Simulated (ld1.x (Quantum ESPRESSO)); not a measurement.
## Building the RRKJ potential for Al (Z = 13) (LDA (PZ), non-relativistic).

```json
{
 "Element": "aluminium",
 "Generator": "ld1.x (Quantum ESPRESSO) 7.5",
 "Type": "norm-conserving RRKJ (Kleinman–Bylander form)",
 "Functional": "LDA (PZ)",
 "Relativity": "non-relativistic",
 "Frozen core": "[Ne]",
 "Valence charge": "3",
 "Reference configuration": "3s1 3p0 (charge +2)",
 "Partial waves": "3p (bound, empty): rc 2.35 bohr; 3d channel at 0.3 Ry: rc 2.45 bohr; 3s (bound): rc 1.55 bohr",
 "Local potential": "the s channel",
 "Core correction": "a·sin(br)/r model core inside 0.80 bohr"
}
```

Problem. Estimate the cutoffs (Ry, on a coarse ladder) from which the occupation-weighted sum of valence levels, in a spherical-Bessel basis at the reference potential, stays within 10 and 1 mRy of its value at 400 Ry.

Solution. 18 Ry and 50 Ry.

Problem. What does a ghost test show?

Solution. No extra level below or beside the all-electron valence levels (p, d, s, f tested).

Problem. Tests: 3s2 3p1; 3s2 3p0; 3s2 3p0.5; 3s1 3p2; 3s0 3p3; 3s1 3p1; 3s2 3p1.3. Which has the largest error in its energy relative to the reference configuration, and how large is it?

Solution. 3s2 3p1.3, with +34 meV (all-electron minus pseudo) on -25.80 eV.
